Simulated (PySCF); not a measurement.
Point groups of optimised structures. Level of theory: PBE0/pcSseg-1 in PySCF (dipole) on a GFN2-xTB geometry, gas phase. The symmetry is that of the one conformer found, every atom within 0.08 Å of its image; none is proved a minimum here.

(1) What symmetry has `[Cl:1][SiH2:2][CH:3]1[CH2:4][CH2:5][CH2:6]1` with Cl1–Si2–C3–C4 -174°, Si2–C3–C4–C5 131°, C3–C4–C5–C6 -10°, C4–C5–C6–C3 10°, Si2–C3–C6–C5 -131°?

(2) `[CH3:1][S:2]/[CH:3]=[C:4](\[CH3:5])[CH2:6][SiH2:7][CH2:8][F:9]` with C1–S2–C3–C4 169°, C3–C4–C6–Si7 94°, C4–C6–Si7–C8 -52°, C6–Si7–C8–F9 -58°: symmetry, top, dipole?

(3) `[CH2:1]=[N:2][C:3]1=[CH:4][O:5][CH2:6][S:7](=[O:8])(=[O:9])[CH2:10]1` with C1–N2–C3–C4 -41°, C3–C4–O5–C6 7°, C4–O5–C6–S7 -41°, O5–C6–S7–O8 175°, C6–S7–C10–C3 -47°: symmetry, top, dipole?

Results:

(1) C1; near-prolate asymmetric top; symmetry number 1; this conformer is chiral (no improper operation); dipole 2.03 D; A, B, C = 5806, 1154, 1028 MHz.

(2) C1; asymmetric top; symmetry number 1; this conformer is chiral (no improper operation); dipole 0.75 D; A, B, C = 1511, 681.8, 517.1 MHz.

(3) C1; asymmetric top; symmetry number 1; this conformer is chiral (no improper operation); dipole 4.23 D; A, B, C = 2303, 878.2, 751.0 MHz.
